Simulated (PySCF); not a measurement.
C$_{2}$H$_{7}$S (SMILES C[SH+]C), charge +1, singlet, geometry from GFN2-xTB. Base run: HF/6-31G* (PySCF).

The PySCF input:
```python
from pyscf import gto, scf

mol = gto.Mole()
mol.atom = '''
    C    -0.11110787    1.39730467   -0.53138148
    S     0.19691423    0.00535497    0.59144365
    C    -0.09779125   -1.40608199   -0.51043303
    H    -0.14836913    2.30887968    0.05988448
    H     0.72614240    1.46099414   -1.22229824
    H    -1.04014948    1.26328669   -1.07668782
    H    -0.12643319   -2.30903220    0.09439206
    H    -1.02802536   -1.28905959   -1.05761529
    H     0.74007530   -1.47213292   -1.20038030
    H    -1.02047342    0.00404859    1.19049374
'''
mol.basis = '6-31g*'
mol.charge = 1
mol.verbose = 4
mol.build()

mf = scf.RHF(mol)
mf.kernel()
mo_i, mo_e, stable_i, stable_e = mf.stability(internal=True, external=True, return_status=True, nroots=6, tol=1e-6)
print('internally stable:', stable_i, ' externally stable:', stable_e)
if not stable_e:
    umf = mf.to_uhf() if not hasattr(mf, 'xc') else mf.to_uks()
    umf.scf_summary = {}
    umf.kernel(umf.make_rdm1(mo_e, umf.mo_occ))
mf.analyze()
```

The bond that is stretched is that between atoms 9 and 3. A test that says stable can miss a lower solution.

The base run was repeated with changes; each row names its change, and settings that it needs were set with it.

```tsv
change	ΔE vs base (kcal/mol)	<S^2>	E after following the instability (Eh)	<S^2> there	HOMO-LUMO gap (eV)	stability test says
base	0.000	0.000	-	-	16.80	stable
bond × 1.25	20.91	0.000	-	-	16.83	stable
bond × 1.5	55.32	0.000	-	-	15.75	stable
bond × 1.8	94.9	0.000	-476.92252	0.61	12.71	external instability
bond × 2.2	138.2	0.000	-476.90661	0.90	9.56	external instability
bond × 3.0	193.7	0.000	-476.90168	1.00	5.83	external instability
```

Where a bond breaks into two radicals, a solution with restricted orbitals usually stops being the lowest and lies too high; an unrestricted one lies lower at the price of spin contamination, which <S^2> shows.
